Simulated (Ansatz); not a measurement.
One change: `FB1CC1Cl` becomes `FB1CC1`.

Ansatz, PBE0-D4/def2-TZVP geometries, multiplicity 1. 

```tsv
property	`FB1CC1Cl`
ideal-gas entropy at 298 K and 1 bar (rigid rotor, harmonic PBE0-D4/def2-TZVP) / J/(mol·K)	314
HOMO energy (B3LYP/def2-TZVPP) / eV	-7.24
HOMO energy (PBE/def2-TZVPP) / eV	-6.09
size of the dipole moment (PBE/def2-TZVPP) / D	1.82
size of the dipole moment (B3LYP/def2-TZVPP) / D	1.90
HOMO energy (ωB97M-V/def2-TZVPP) / eV	-9.70
```

(1) Give the same properties after the change, and the shifts. (Best estimate.)

Answers

(1) The calculation gave: 
```json
{"property": "ideal-gas entropy at 298 K and 1 bar (rigid rotor, harmonic PBE0-D4/def2-TZVP) / J/(mol·K)", "`FB1CC1`": "273", "shift": "-41"}
{"property": "HOMO energy (B3LYP/def2-TZVPP) / eV", "`FB1CC1`": "-7.25", "shift": "-0.01"}
{"property": "HOMO energy (PBE/def2-TZVPP) / eV", "`FB1CC1`": "-6.05", "shift": "0.04"}
{"property": "size of the dipole moment (PBE/def2-TZVPP) / D", "`FB1CC1`": "1.01", "shift": "-0.81"}
{"property": "size of the dipole moment (B3LYP/def2-TZVPP) / D", "`FB1CC1`": "1.06", "shift": "-0.84"}
{"property": "HOMO energy (ωB97M-V/def2-TZVPP) / eV", "`FB1CC1`": "-9.76", "shift": "-0.06"}
```

Dipoles are sizes alone; their direction can turn.

B3LYP here is the variant with VWN-RPA as its local correlation; programs differ in this.
